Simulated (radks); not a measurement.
The numbers below are computed, except where a source is named.
Question: Species: Nb4+. Configuration: [Kr] 4d1 (the NIST ground configuration). Level of theory: scalar-relativistic Kohn-Sham, PBE, spin-polarised, spherical densities, finite nucleus; open shells are filled with parallel spins first (spin-orbit coupling, left out, can overturn this in heavy ions); Fermi nuclear charge, rms radius 4.324 fm (a radial shooting solver on a logarithmic mesh with Libxc functionals). Some entries of the table are withheld. Estimate them.

| orbital | occ. | eigenvalue (Ry) | <1/r> (bohr^-1) |
|---|---|---|---|
| 1s down | 1 | -1385.814 | 42.40 |
| 1s up | 1 | -1385.813 | 42.40 |
| 2s up | 1 | -196.8476 | 9.526 |
| 2s down | 1 | -196.8377 | 9.526 |
| 2p up | 3 | -176.1391 | 9.272 |
| 2p down | 3 | -176.1318 | 9.272 |
| 3s up | 1 | -35.71317 | 3.254 |
| 3s down | 1 | -35.70803 | 3.253 |
| 3p up | 3 | -28.94395 | 3.092 |
| 3p down | 3 | -28.93816 | 3.092 |
| 3d up | 5 | -17.88459 | 2.857 |
| 3d down | 5 | -17.87542 | 2.857 |
| 4s up | 1 | -7.63117 | 1.193 |
| 4s down | 1 | -7.57142 | 1.197 |
| 4p up | 3 | (1) | 1.068 |
| 4p down | 3 | (2) | 1.071 |
| 4d up | 1 | (3) | 0.8125 |
| 4d down | 0 | (4) | 0.8133 |
| 5s up | 0 | -2.60144 | (5) |
| 5s down | 0 | -2.54165 | (6) |
| 5p up | 0 | -2.11452 | 0.4464 |

Answer: 
(1) 4p up eigenvalue (Ry): -5.81995
(2) 4p down eigenvalue (Ry): -5.75365
(3) 4d up eigenvalue (Ry): -3.22466
(4) 4d down eigenvalue (Ry): -3.15227
(5) 5s up <1/r> (bohr^-1): 0.5051
(6) 5s down <1/r> (bohr^-1): 0.5058
